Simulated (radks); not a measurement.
Species: Gd4+. Configuration: [Xe] 4f5.5 6s0.5 (fractional occupations, a model configuration). Method: scalar-relativistic Kohn-Sham, SOGGA, spin-polarised, spherical densities, finite nucleus; open shells are filled with parallel spins first (spin-orbit coupling, left out, can overturn this in heavy ions); Fermi nuclear charge, rms radius 5.1569 fm; computed with a radial shooting solver on a logarithmic mesh with Libxc functionals.

Local quantities along the radius. ELF = 1/(1 + alpha^2) is the electron localisation function; alpha = (tau - tau_W)/tau_unif compares the Pauli kinetic energy density with that of the uniform gas (summed over spins); s = |grad rho|/(2 (3 pi^2)^(1/3) rho^(4/3)) is the reduced gradient; r v_xc is r times the local exchange-correlation potential of spin up (hartree bohr). tau is taken from the large components.

r (bohr)	ELF	alpha	s	r v_xc
0.001635	0.999	0.02565	0.6755	-0.1288
0.002198	0.999	0.02804	0.6136	-0.1566
0.002955	0.999	0.03209	0.5738	-0.1918
0.003973	0.998	0.03892	0.5534	-0.2351
0.005341	0.997	0.05078	0.5512	-0.2859
0.007181	0.995	0.07267	0.5673	-0.3427
0.009655	0.987	0.1168	0.6032	-0.4015
0.01298	0.956	0.2153	0.6578	-0.4556
0.01745	0.830	0.4523	0.7141	-0.4973
0.02346	0.520	0.9607	0.7001	-0.5243
0.03155	0.328	1.433	0.5072	-0.5582
0.04241	0.460	1.084	0.3001	-0.6604
0.05702	0.704	0.6491	0.3116	-0.8016
0.07666	0.712	0.6367	0.4394	-0.8878
0.1031	0.429	1.154	0.4774	-0.8943
0.1386	0.391	1.247	0.2518	-0.9715
0.1863	0.698	0.6579	0.2760	-1.170
0.2505	0.668	0.7044	0.5297	-1.188
0.3368	0.231	1.824	0.4848	-1.042
0.4528	0.564	0.8801	0.1725	-1.273
0.6088	0.718	0.6262	0.4206	-1.405
0.8185	0.415	1.186	0.6412	-1.252
1.1	0.396	1.236	0.5144	-1.155
1.479	0.680	0.6859	0.7158	-1.105
1.989	0.456	1.091	1.380	-0.8459
2.674	0.126	2.632	2.205	-0.5963
3.595	0.409	1.203	3.377	-0.4199
4.834	0.879	0.3718	9.106	-0.3546
6.499	0.960	0.2053	39.91	-0.1299

On this mesh the ELF has minima near r = 0.032, 0.12, 0.34, 0.95, 2.7 bohr, which separate the shells, and maxima near 0.066 (0.74), 0.22 (0.75), 0.53 (0.72), 1.5 (0.68).
